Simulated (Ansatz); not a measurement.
Consider the redistribution: `C[SiH](Br)Br` + `[OH][Sn]([OH])([OH])[F]` → `C[SiH](O)Br` + `[OH][Sn]([OH])([F])[Br]`.

Isolated molecules relaxed with PBE0-D4/def2-TZVP in Ansatz; ΔE leaves out vibrations. CCSD(T)/CBS adds triple-zeta CCSD(T) − MP2 to the extrapolated MP2 energy (def2 sets, frozen cores). Functionals use def2-TZVPP. B3LYP here is the variant with VWN-RPA as its local correlation; programs differ in this. def2 core potentials past Kr. For Br, Sn outer-core shells are correlated without core-valence functions, which leaves a few kJ/mol of doubt a bond. Scalar relativity is left out up to krypton. Each species was taken in one conformer, which may not be the lowest.

```json
{"level": "LDA (SPW92)", "ΔE (kcal/mol)": "-19.4", "difference from CCSD(T)/CBS": "-0.6"}
{"level": "revPBE-D4", "ΔE (kcal/mol)": "-17.5", "difference from CCSD(T)/CBS": "1.3"}
{"level": "BLYP-D4", "ΔE (kcal/mol)": "-19.4", "difference from CCSD(T)/CBS": "-0.6"}
{"level": "r2SCAN0-D4", "ΔE (kcal/mol)": "-20.5", "difference from CCSD(T)/CBS": "-1.7"}
{"level": "BHLYP-D4", "ΔE (kcal/mol)": "-21.6", "difference from CCSD(T)/CBS": "-2.8"}
{"level": "PBE-QIDH", "ΔE (kcal/mol)": "-19.3", "difference from CCSD(T)/CBS": "-0.5"}
{"level": "PBE", "ΔE (kcal/mol)": "-18.3", "difference from CCSD(T)/CBS": "0.5"}
{"level": "BLYP", "ΔE (kcal/mol)": "-19.8", "difference from CCSD(T)/CBS": "-1.0"}
{"level": "PBE0", "ΔE (kcal/mol)": "-19.4", "difference from CCSD(T)/CBS": "-0.6"}
{"level": "B3LYP", "ΔE (kcal/mol)": "-20.7", "difference from CCSD(T)/CBS": "-1.9"}
{"level": "BHLYP", "ΔE (kcal/mol)": "-21.9", "difference from CCSD(T)/CBS": "-3.1"}
{"level": "RPA@PBE/def2-TZVPP", "ΔE (kcal/mol)": "-18.0", "difference from CCSD(T)/CBS": "0.8"}
{"level": "HF/def2-SVP", "ΔE (kcal/mol)": "-22.8", "difference from CCSD(T)/CBS": "-4.0"}
{"level": "CCSD(T)/def2-SVP", "ΔE (kcal/mol)": "-19.3", "difference from CCSD(T)/CBS": "-0.5"}
{"level": "MP2/def2-QZVPP", "ΔE (kcal/mol)": "-18.4", "difference from CCSD(T)/CBS": "0.4"}
{"level": "HF/CBS(def2)", "ΔE (kcal/mol)": "-23.3", "difference from CCSD(T)/CBS": "-4.5"}
{"level": "CCSD(T)/CBS", "ΔE (kcal/mol)": "-18.8", "difference from CCSD(T)/CBS": "0"}
```

What do rigid-rotor, harmonic-oscillator terms from PBE0-D4/def2-TZVP frequencies (298.15 K, 1 bar) make of the CCSD(T)/CBS value? (Estimate.)

Computed: ΔZPE = +0.3 kcal/mol, ΔH = -18.5 kcal/mol, ΔS = -3 J/(mol·K), ΔG = -18.3 kcal/mol.

Largest T1 diagnostic among the species: 0.015.

Leaving LDA and LC-ωPBE aside and taking each functional with its dispersion term where it has one, the values spread over 4.1 kcal/mol, from BHLYP-D4 to revPBE-D4. LDA lies −1.2 kcal/mol from PBE without D4. In def2-TZVPP, CCSD(T) changes the Hartree–Fock value by +4.3 kcal/mol (the triples alone add +0.6 kcal/mol) and MP2 by +4.8 kcal/mol. From r2SCAN to r2SCAN0 (25 % exact exchange), in def2-TZVPP and without D4, ΔE moves by −0.7 kcal/mol.
